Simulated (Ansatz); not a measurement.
Calculated with Ansatz (gas phase, PBE0-D4/def2-TZVP geometries, no zero-point term in ΔE). CCSD(T)/CBS is the MP2 limit (def2-TZVPP, def2-QZVPP) plus CCSD(T) − MP2 in def2-TZVPP, frozen cores. This one scheme is used for every species. DFT in def2-TZVPP. B3LYP here is the variant with VWN-RPA as its local correlation; programs differ in this. For Ge outer-core shells are correlated without core-valence functions, which leaves a few kJ/mol of doubt a bond. Scalar relativity is left out up to krypton.

`[SiH3][B]1[O][GeH2]1` + H₂ → `[BH]1[O][GeH2]1` + SiH₄  (hydrogenolysis of a B–Si bond)

`[SiH3][B]1[O][GeH2]1`:

Z-matrix (Å, degrees):
```
Si
B 1 2.007
H 1 1.486 2 107.8
H 1 1.486 2 107.9 3 117.5
H 1 1.487 2 112.7 3 -121.2
O 2 1.289 1 144.7 3 121.0
Ge 2 2.049 1 145.5 3 -58.9
H 7 1.541 2 119.2 1 112.0
H 7 1.541 2 119.2 1 -112.1
```

H₂:

Cartesian coordinates in Å:
```
H -0.026 0.149 0.341
H 0.026 -0.149 -0.341
```

`[BH]1[O][GeH2]1`:

Cartesian coordinates in Å:
```
B -0.935 -0.396 0.628
O -0.538 -0.982 -0.458
Ge 0.660 0.570 -0.128
H -1.785 -0.524 1.450
H 0.538 1.397 -1.419
H 2.060 -0.064 -0.073
```

SiH₄:

Z-matrix (Å, degrees):
```
Si
H 1 1.485
H 1 1.485 2 109.5
H 1 1.485 2 109.5 3 -120.0
H 1 1.485 2 109.5 3 120.0
```

(1) Is it downhill or uphill in electronic energy at CCSD(T)/CBS, and by how much? (An estimate is asked.)

(2) What do these levels give: r2SCAN-D4, B3LYP-D4, PBE, r2SCAN, PBE0, B3LYP, HF/def2-TZVPP, MP2/def2-TZVPP, SCS-MP2/def2-TZVPP, CCSD/def2-TZVPP, CCSD(T)/def2-TZVPP, HF/def2-QZVPP? (Best estimate.)

Largest T1 diagnostic among the species: 0.017.

## Answers

(1) Computed: Downhill: ΔE = -4.7 kcal/mol.

(2) Ansatz gave: r2SCAN-D4 -3.6, B3LYP-D4 -4.7, PBE -3.2, r2SCAN -3.9, PBE0 -4.9, B3LYP -6.6, HF/def2-TZVPP -11.9, MP2/def2-TZVPP -4.9, SCS-MP2/def2-TZVPP -6.4, CCSD/def2-TZVPP -6.6, CCSD(T)/def2-TZVPP -5.2, HF/def2-QZVPP -12.0 kcal/mol.

From PBE to PBE0 (25 % exact exchange), in def2-TZVPP and without D4, ΔE moves by −1.7 kcal/mol. The D4 term adds +1.9 kcal/mol with B3LYP and +1.1 kcal/mol with PBE0; it sums over pairs of atoms, weighted by their polarisabilities, and B3LYP, whose exchange is more repulsive, gets the larger term. In def2-TZVPP, CCSD(T) changes the Hartree–Fock value by +6.7 kcal/mol (the triples alone add +1.4 kcal/mol) and MP2 by +7.0 kcal/mol.
